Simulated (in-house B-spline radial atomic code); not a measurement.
How numerical settings move a run on the strontium ion Sr²⁺, [Ar] 3d10 4s2 4p6. Computed with a B-spline radial code for spherical atoms: scalar-relativistic (X2C) M06-2X, spin-polarised, spherical fractional occupations, Fermi nucleus of rms radius 4.224 fm.

Command:
```bash
python run_scf.py task.json out
```
Settings of the sound reference run:
```
Z                38
electrons        36
configuration    [Ar] 3d10 4s2 4p6
hamiltonian      x2c
method           m062x
spin_polarised   True
nucleus          fermi
rms_radius       4.224
mass_number      88
atomic_mass      87.90561
speed_of_light   137.036
knot_spacing     0.22
spline_order     8
gauss_points     12
box_radius       22.22
max_iterations   70
damping          0.5
damped_steps     3
diis_vectors     10
tolerance        1e-08
start            Thomas-Fermi
```

Time taken, with all properties: 3.2 s on 1 thread of Intel(R) Xeon(R) Platinum 8259CL CPU @ 2.50GHz, with other jobs on the host.

It converges in 60 iterations to -3178.890395 hartree, with 4p up at -40.1863 eV. The other runs change the listed settings, some to values that make no sense; their results aren't properties of the atom or ion. Radii are in bohr (the nuclear one in fm), a minus after a letter asks for a j subshell, and «unchanged» means within 1e-8 hartree. The run stops when the residual is below 10 × tolerance × max(1, Z/10), or a noise floor if that is larger, and the energy moves by less than 1e-8 × √|E| hartree; so very loose and very tight tolerances often act alike.

```tsv
changed settings	outcome
max_iterations = 75, damping = 0.2, damped_steps = 8, tolerance = 1e-06	converged in 7 iterations, energy +2.15e-08 hartree from the reference, 4p up level -6.8e-04 eV (the program warns: states collapsed into the nucleus by a negative tau potential were left out of the aufbau)
max_iterations = 8, diis_vectors = 2, tolerance = 0.001	converged in 6 iterations, energy +5.90e-08 hartree from the reference, 4p up level +9.1e-04 eV (the program warns: states collapsed into the nucleus by a negative tau potential were left out of the aufbau)
spline_order = 4	converged in 10 iterations, energy +1.77e-03 hartree from the reference, 4p up level +3.0e-03 eV
gauss_points = 8	converged in 32 iterations, energy -1.04e-07 hartree from the reference (the program warns: states collapsed into the nucleus by a negative tau potential were left out of the aufbau)
damped_steps = 0	converged in 58 iterations, energy unchanged (the program warns: states collapsed into the nucleus by a negative tau potential were left out of the aufbau)
first_knot = 2.63e-06, max_iterations = 100, start = bare nucleus	converged in 68 iterations, energy +5.15e-04 hartree from the reference, 4p up level -1.0e-02 eV (the program warns: states collapsed into the nucleus by a negative tau potential were left out of the aufbau)
damped_steps = 1	converged in 64 iterations, energy unchanged (the program warns: states collapsed into the nucleus by a negative tau potential were left out of the aufbau)
gauss_points = 6	converged in 28 iterations, energy +2.15e-08 hartree from the reference, 4p up level +6.9e-07 eV (the program warns: states collapsed into the nucleus by a negative tau potential were left out of the aufbau)
hamiltonian = dirac, method = tpss,tpss, spin_polarised = False	stopped with error: meta-GGAs are not served with the Dirac Hamiltonian
spline_order = 10	converged in 33 iterations, energy -3.22e-04 hartree from the reference, 4p up level +1.6e-02 eV (the program warns: states collapsed into the nucleus by a negative tau potential were left out of the aufbau)
gauss_points = 5	converged in 40 iterations, energy -1.11e-06 hartree from the reference, 4p up level -2.6e-06 eV (the program warns: states collapsed into the nucleus by a negative tau potential were left out of the aufbau)
spline_order = 7	converged in 9 iterations, energy -3.15e-04 hartree from the reference, 4p up level +1.8e-02 eV (the program warns: states collapsed into the nucleus by a negative tau potential were left out of the aufbau)
```

What happens with gauss_points = 4?

Converged in 70 iterations, energy +3.06e-05 hartree from the reference, 4p up level +1.9e-05 eV (the program warns: states collapsed into the nucleus by a negative tau potential were left out of the aufbau).

What happens with spline_order = 6?

Converged in 37 iterations, energy +7.17e-04 hartree from the reference, 4p up level -1.2e-02 eV (the program warns: states collapsed into the nucleus by a negative tau potential were left out of the aufbau).

What happens with spline_order = 5?

Converged in 11 iterations, energy -3.63e-04 hartree from the reference, 4p up level +1.4e-02 eV (the program warns: states collapsed into the nucleus by a negative tau potential were left out of the aufbau).

What happens with spline_order = 3?

Converged in 12 iterations, energy +8.00e-02 hartree from the reference, 4p up level +5.9e-03 eV.
